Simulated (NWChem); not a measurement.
The numbers come from NWChem runs, not from measurements. System: H3FGeSi, charge 0, spin multiplicity 1, at a geometry optimised with PBE0/def2-SVP. The structure started from a generated list of species. Level: MP2/aug-cc-pVTZ, 15 core orbitals frozen.

Job file:

```
start mol
memory heap 200 mb stack 900 mb global 1100 mb
geometry units angstroms nocenter noautoz
  Ge    -0.432084    -0.674921     0.000000
  F     -1.538437     0.701156     0.000000
  Si     1.556946     0.838021     0.000000
  H      1.501746     1.718170     1.212760
  H      1.501746     1.718170    -1.212760
  H      2.871894     0.118430     0.000000
  symmetry group Cs
end
basis spherical
  * library aug-cc-pvtz
end
scf
  rhf
  nopen 0
  maxiter 100
  thresh 1e-7
  semidirect memsize 60000000 filesize 0
end
mp2
  freeze core 15
end
task mp2 energy
```

NWChem printed:

```
             Northwest Computational Chemistry Package (NWChem) 7.3.0
             --------------------------------------------------------

                                NWChem Input Module
                                -------------------

 Scaling coordinates for geometry "geometry" by  1.889725989
 (inverse scale =  0.529177249)

 Turning off AUTOSYM since
 SYMMETRY directive was detected!

                             Geometry "geometry" -> ""
                             -------------------------

 Output coordinates in angstroms (scale by  1.889725989 to convert to a.u.)

  No.       Tag          Charge          X              Y              Z
 ---- ---------------- ---------- -------------- -------------- --------------
    1 Ge                  32.0000    -0.43208400    -0.67492100     0.00000000
    2 F                    9.0000    -1.53843700     0.70115600     0.00000000
    3 Si                  14.0000     1.55694600     0.83802100     0.00000000
    4 H                    1.0000     1.50174600     1.71817000     1.21276000
    5 H                    1.0000     1.50174600     1.71817000    -1.21276000
    6 H                    1.0000     2.87189400     0.11843000     0.00000000

 Effective nuclear repulsion energy (a.u.)     237.2497302365

            Nuclear Dipole moment (a.u.)
            ----------------------------
        X                 Y               Z
 ---------------- ---------------- ----------------
     0.0000170075    -0.0000075589     0.0000000000

      Symmetry information
      --------------------

 Group name             Cs
 Group number              2
 Group order               2
 No. of unique centers     5

      Symmetry unique atoms

     1    2    3    4    6


 Summary of "ao basis" -> "" (spherical)
 ------------------------------------------------------------------------------
       Tag                 Description            Shells   Functions and Types
 ---------------- ------------------------------  ------  ---------------------
 *                        aug-cc-pvtz                 on all atoms

 Summary of "ao basis" -> "ao basis" (spherical)
 ------------------------------------------------------------------------------
       Tag                 Description            Shells   Functions and Types
 ---------------- ------------------------------  ------  ---------------------
 Ge                       aug-cc-pvtz               19       59   7s6p4d2f
 F                        aug-cc-pvtz               14       46   5s4p3d2f
 Si                       aug-cc-pvtz               16       50   6s5p3d2f
 H                        aug-cc-pvtz                9       23   4s3p2d

                                 NWChem SCF Module
                                 -----------------

  ao basis        = "ao basis"
  functions       =   224
  atoms           =     6
  closed shells   =    29
  open shells     =     0
  charge          =   0.00
  wavefunction    = RHF
  use symmetry    = T
  symmetry adapt  = T

 Summary of "ao basis" -> "ao basis" (spherical)
 ------------------------------------------------------------------------------
       Tag                 Description            Shells   Functions and Types
 ---------------- ------------------------------  ------  ---------------------
 Ge                       aug-cc-pvtz               19       59   7s6p4d2f
 F                        aug-cc-pvtz               14       46   5s4p3d2f
 Si                       aug-cc-pvtz               16       50   6s5p3d2f
 H                        aug-cc-pvtz                9       23   4s3p2d

      Symmetry analysis of basis
      --------------------------

        a'        141
        a"         83

 Forming initial guess at       0.2s

      Superposition of Atomic Density Guess
      -------------------------------------

 Sum of atomic energies:       -2465.09990327

      Non-variational initial energy
      ------------------------------

 Total energy =   -2465.375653
 1-e energy   =   -3909.606249
 2-e energy   =    1206.980866
 HOMO         =      -0.205305
 LUMO         =      -0.076306

      Symmetry analysis of molecular orbitals - initial
      -------------------------------------------------

  Numbering of irreducible representations:

     1 a'          2 a"

  Orbital symmetries:

     1 a'          2 a'          3 a'          4 a'          5 a'
     6 a"          7 a'          8 a'          9 a'         10 a'
    11 a'         12 a"         13 a'         14 a"         15 a'
    16 a'         17 a'         18 a'         19 a"         20 a"
    21 a'         22 a'         23 a'         24 a'         25 a"
    26 a'         27 a"         28 a'         29 a'         30 a"
    31 a'         32 a'         33 a'         34 a"         35 a'
    36 a'         37 a"         38 a'         39 a"

 Starting SCF solution at      18.2s

 ----------------------------------------------
         Quadratically convergent ROHF

 Convergence threshold     :          1.000E-07
 Maximum no. of iterations :          100
 Final Fock-matrix accuracy:          1.000E-09
 ----------------------------------------------

              iter       energy          gnorm     gmax       time
             ----- ------------------- --------- --------- --------
                 1    -2465.5137015755  1.00D+00  2.33D-01     30.0
                 2    -2465.5732710626  3.32D-01  8.85D-02     58.1
                 3    -2465.5848094190  2.87D-02  5.37D-03     90.9
                 4    -2465.5849518199  2.85D-04  5.60D-05    144.9
                 5    -2465.5849518391  1.15D-07  4.31D-08    246.6
[...]
    16 a'         17 a"         18 a"         19 a'         20 a'
    21 a'         22 a'         23 a'         24 a'         25 a"
    26 a'         27 a"         28 a'         29 a'         30 a"
    31 a'         32 a'         33 a'         34 a"         35 a'
    36 a"         37 a'         38 a"         39 a'

             Final eigenvalues
             -----------------

              1
    1 -405.2745
    2  -68.7764
    3  -52.1786
    4  -46.2660
    5  -46.2645
    6  -46.2637
    7  -26.2601
    8   -7.2222
    9   -6.1253
   10   -5.1986
   11   -5.1934
   12   -5.1895
   13   -4.2311
   14   -4.2311
   15   -4.2310
   16   -1.6829
   17   -1.6734
   18   -1.6676
   19   -1.6672
   20   -1.6614
   21   -1.5291
   22   -0.7457
   23   -0.6905
   24   -0.6291
   25   -0.6185
   26   -0.5106
   27   -0.4833
   28   -0.4825
   29   -0.3232
   30   -0.0086
   31    0.0317
   32    0.0360
   33    0.0437
   34    0.0578
   35    0.0626
   36    0.0665
   37    0.0666
   38    0.0761
   39    0.0796

                       ROHF Final Molecular Orbital Analysis
                       -------------------------------------

 Vector   27  Occ=2.000000D+00  E=-4.833105D-01  Symmetry=a"
              MO Center=  1.5D+00,  1.4D+00,  1.2D-11, r^2= 2.2D+00
   Bfn.  Coefficient  Atom+Function         Bfn.  Coefficient  Atom+Function
  ----- ------------  ---------------      ----- ------------  ---------------
   117      0.352352  3 Si pz               157      0.212158  4 H  s
   180     -0.212158  5 H  s

 Vector   28  Occ=2.000000D+00  E=-4.825227D-01  Symmetry=a'
              MO Center=  2.1D+00,  6.3D-01, -1.6D-11, r^2= 2.3D+00
   Bfn.  Coefficient  Atom+Function         Bfn.  Coefficient  Atom+Function
  ----- ------------  ---------------      ----- ------------  ---------------
   115      0.250643  3 Si px               203      0.249929  6 H  s
   116     -0.244481  3 Si py               204      0.188690  6 H  s
   202      0.160168  6 H  s

 Vector   29  Occ=2.000000D+00  E=-3.232346D-01  Symmetry=a'
              MO Center=  6.6D-02, -4.3D-01,  3.6D-12, r^2= 3.7D+00
   Bfn.  Coefficient  Atom+Function         Bfn.  Coefficient  Atom+Function
  ----- ------------  ---------------      ----- ------------  ---------------
    15      0.327712  1 Ge py                 6     -0.242937  1 Ge s
    14      0.235177  1 Ge px               115     -0.221279  3 Si px
     4     -0.214843  1 Ge s                 21      0.193083  1 Ge py
   116     -0.192722  3 Si py

 Vector   30  Occ=0.000000D+00  E=-8.596756D-03  Symmetry=a"
              MO Center= -1.9D-01, -7.8D-01, -1.1D-11, r^2= 5.7D+00
   Bfn.  Coefficient  Atom+Function         Bfn.  Coefficient  Atom+Function
  ----- ------------  ---------------      ----- ------------  ---------------
    22      0.450611  1 Ge pz                16      0.377595  1 Ge pz
    25      0.367538  1 Ge pz               159     -0.297492  4 H  s
   182      0.297492  5 H  s                126      0.162579  3 Si pz

 Vector   31  Occ=0.000000D+00  E= 3.165283D-02  Symmetry=a'
              MO Center=  1.9D+00, -1.0D+00,  8.0D-12, r^2= 2.2D+01
   Bfn.  Coefficient  Atom+Function         Bfn.  Coefficient  Atom+Function
  ----- ------------  ---------------      ----- ------------  ---------------
   111      3.047448  3 Si s                205     -2.015678  6 H  s
   110      1.806049  3 Si s                  7      1.777581  1 Ge s
   159     -1.749340  4 H  s                182     -1.749340  5 H  s
   204     -1.094071  6 H  s                124      1.061679  3 Si px
    24      0.933080  1 Ge py               125      0.822699  3 Si py

 Vector   32  Occ=0.000000D+00  E= 3.602686D-02  Symmetry=a'
              MO Center= -1.8D-01, -7.9D-01, -1.1D-13, r^2= 3.3D+01
   Bfn.  Coefficient  Atom+Function         Bfn.  Coefficient  Atom+Function
  ----- ------------  ---------------      ----- ------------  ---------------
     7      6.180003  1 Ge s                111     -4.552496  3 Si s
   124      2.485692  3 Si px                23      2.140135  1 Ge px
    24      1.888137  1 Ge py               125      1.631513  3 Si py
    20      1.337782  1 Ge px               121      1.330146  3 Si px
     6      1.139247  1 Ge s                122      1.093865  3 Si py

 center of mass
 --------------
 x =  -0.17824171 y =  -0.14552210 z =   0.00000000

 moments of inertia (a.u.)
 ------------------
         253.026587756532        -150.736756954959           0.000000000000
        -150.736756954959         504.608228297890           0.000000000000
           0.000000000000           0.000000000000         736.461322609306

  Mulliken analysis of the total density
  --------------------------------------

    Atom       Charge   Shell Charges
 -----------   ------   -------------------------------------------------------
    1 Ge  32    31.31   2.00  2.00  1.96  1.00  0.42  0.39 -0.03  6.00  5.80  0.96  0.35  0.34  0.00  9.64  0.41  0.06 -0.01  0.03 -0.01
    2 F    9     9.68   1.95  1.06  0.26  0.69  0.05  1.53  2.47  1.61  0.05  0.00  0.01  0.01  0.00  0.00
    3 Si  14    13.41   2.00  1.93  0.86  0.13 -0.17 -0.02  5.49  1.67  0.58  0.65  0.00  0.16  0.11  0.00  0.02 -0.01
    4 H    1     1.18   0.24  0.53  0.37  0.01  0.00  0.01  0.02  0.00  0.00
    5 H    1     1.18   0.24  0.53  0.37  0.01  0.00  0.01  0.02  0.00  0.00
    6 H    1     1.24   0.24  0.53  0.41  0.01  0.00  0.01  0.03  0.00  0.00

       Multipole analysis of the density wrt the origin
       ------------------------------------------------

     L   x y z        total         open         nuclear
     -   - - -        -----         ----         -------
     0   0 0 0      0.000000      0.000000     58.000000

     1   1 0 0      0.504305      0.000000      0.000017
     1   0 1 0     -0.605191      0.000000     -0.000008
     1   0 0 1      0.000000      0.000000      0.000000

     2   2 0 0    -31.961984      0.000000    264.154396
     2   1 1 0      0.343380      0.000000     83.530549
     2   1 0 1      0.000000      0.000000      0.000000
     2   0 2 0    -30.575291      0.000000    124.099183
     2   0 1 1     -0.000000      0.000000      0.000000
     2   0 0 2    -25.942411      0.000000     10.504549

                   NWChem MP2 Semi-direct Energy/Gradient Module
                   ---------------------------------------------

  Basis functions       =    224
  Molecular orbitals    =    224
  Frozen core           =     15
  Frozen virtuals       =      0
  Active alpha occupied =     14
  Active beta occupied  =     14
  Active alpha virtual  =    195
  Active beta virtual   =    195
  Use MO symmetry       = T
  Use skeleton AO sym   = T

  AO/Fock/Back tols     =   1.0D-09  1.0D-09  1.0D-09

 GA uses MA = F    GA memory limited = T

 Available:
  local mem=  1.26D+08
 global mem=  1.44D+08
 local disk=  0.00D+00
  mp2_memr nvloc                   195
  nvloc new                   195
   1 passes of  14:        6291456                     238804                 229100473.
   1 passes of  14: M    126144217           G      144078848           F     119852761.
  mp2_memr nvloc                   195
  nvloc new                   195
   2 passes of   7:        6291456                     170581                 114593080.
   2 passes of   7: M    126144217           G      144078848           F     119852761.

 Semi-direct pass number   1 of   2  for RHF alpha+beta  at      279.1s
  vrange nnbf                 24673
  mp2_eaftype                   437  avail_ma_in_mb                  1099
 EAF : mp2_eaftype filesize         437   57296540.
  mp2_eaf for mointskh                    437
Node 0 wrote    269.4 Mb in      0.1 s     Agg I/O rate:  3721.6 Mb/s
 Done moints_semi at      359.3s
  mp2_eaftype                   437  avail_ma_in_mb                   662
 EAF : mp2_eaftype filesize         437   57296540.
  mp2_eaf for kh                   437
 Done maket at      359.7s
 Semi-direct pass number   2 of   2  for RHF alpha+beta  at      359.7s
  vrange nnbf                 24673
  mp2_eaftype                   437  avail_ma_in_mb                   662
 EAF : mp2_eaftype filesize         437   57296540.
  mp2_eaf for mointskh                    437
Node 0 wrote    269.4 Mb in      0.1 s     Agg I/O rate:  3849.5 Mb/s
 Done moints_semi at      438.3s
  mp2_eaftype                   437  avail_ma_in_mb                   662
 EAF : mp2_eaftype filesize         437   57296540.
  mp2_eaf for kh                   437
 Done maket at      438.7s
 Done multipass loop at      438.7s

          -------------------------------------------
          SCF energy               -2465.584951839096
          Correlation energy          -0.563685119088
          Singlet pairs               -0.361705575985
          Triplet pairs               -0.201979543103
          Total MP2 energy         -2466.148636958184
          -------------------------------------------

          ---------------------------------------------------
                    Spin Component Scaled (SCS) MP2
          Same spin pairs                     -0.134653028736
          Same spin scaling factor             0.333333333333
          Opposite spin pairs                 -0.429032090353
          Opposite spin scaling fact.          1.200000000000
          SCS-MP2 correlation energy          -0.559722851335
          Total SCS-MP2 energy             -2466.144674690431
          ---------------------------------------------------

 -----------------------
 Performance information
 -----------------------

 Timer overhead =  1.24D-07 seconds/call

               Nr. of calls         CPU time (s)                 Wall time (s)                GFlops
             ---------------    -------------------     ------------------------------   -------------------
Name         Min   Avg   Max    Min     Avg     Max     Min     Avg     Max   Mx/calls   Min     Max     Sum
mp2: moin     2     2     2   1.59E+2 1.59E+2 1.59E+2  1.59E+2 1.59E+2 1.59E+2  79.      0.0     0.0     0.0
mp2: make     2     2     2   0.86    0.86    0.86     0.86    0.86    0.86    0.43      0.0     0.0     0.0
mp2: tota     1     1     1   1.60E+2 1.60E+2 1.60E+2  1.60E+2 1.60E+2 1.60E+2 1.60E+2   0.0     0.0     0.0

 The average no. of pstat calls per process was 5.00D+00
 with a timing overhead of 6.21D-07s

 Task  times  cpu:      438.7s     wall:      438.7s

 Total times  cpu:      438.7s     wall:      438.7s
```
